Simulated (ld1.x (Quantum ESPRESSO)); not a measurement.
## u(r) = r·R(r): atom against pseudo-atom (nitrogen (N))

Columns: radius, all-electron u(r) and pseudo u(r) of the 2p shell (level -7.24 eV) of nitrogen in the configuration [He] 2s2 2p3; LDA (PZ), scalar-relativistic, RRKJ scheme, ld1.x (Quantum ESPRESSO) 7.5.

| r (bohr) | all-electron | pseudo |
| --- | --- | --- |
| 0.085 | 0.0555 | 0.0203 |
| 0.170 | 0.1700 | 0.0790 |
| 0.255 | 0.2979 | 0.1694 |
| 0.340 | 0.4183 | 0.2814 |
| 0.425 | 0.5222 | 0.4033 |
| 0.510 | 0.6067 | 0.5232 |
| 0.595 | 0.6721 | 0.6305 |
| 0.680 | 0.7197 | 0.7177 |
| 0.765 | 0.7518 | 0.7803 |
| 0.850 | 0.7705 | 0.8176 |
| 0.935 | 0.7783 | 0.8319 |
| 1.020 | 0.7773 | 0.8277 |
| 1.105 | 0.7692 | 0.8102 |
| 1.190 | 0.7556 | 0.7848 |
| 1.275 | 0.7379 | 0.7559 |
| 1.360 | 0.7171 | 0.7264 |
| 1.445 | 0.6940 | 0.6978 |
| 1.530 | 0.6695 | 0.6705 |
| 1.615 | 0.6440 | 0.6441 |
| 1.700 | 0.6180 | 0.6180 |
| 1.785 | 0.5918 | 0.5918 |
| 1.870 | 0.5657 | 0.5657 |
| 1.955 | 0.5399 | 0.5399 |
| 2.040 | 0.5147 | 0.5147 |
| 2.125 | 0.4900 | 0.4900 |
| 2.210 | 0.4660 | 0.4660 |

Question: How many radial nodes do the two functions have?

Answer: The all-electron 2p function has n − l − 1 = 0; the pseudo-wave has 0.

Question: At about which radius was the pseudo-wave matched?

Answer: 1.70 bohr, where the columns begin to agree (steps of 0.09 bohr).

Question: Is the pseudo-wave norm-conserving?

Answer: Yes: the RRKJ scheme keeps the norm inside the radius equal to the all-electron one, which fixes the energy derivative of the logarithmic derivative at the level.
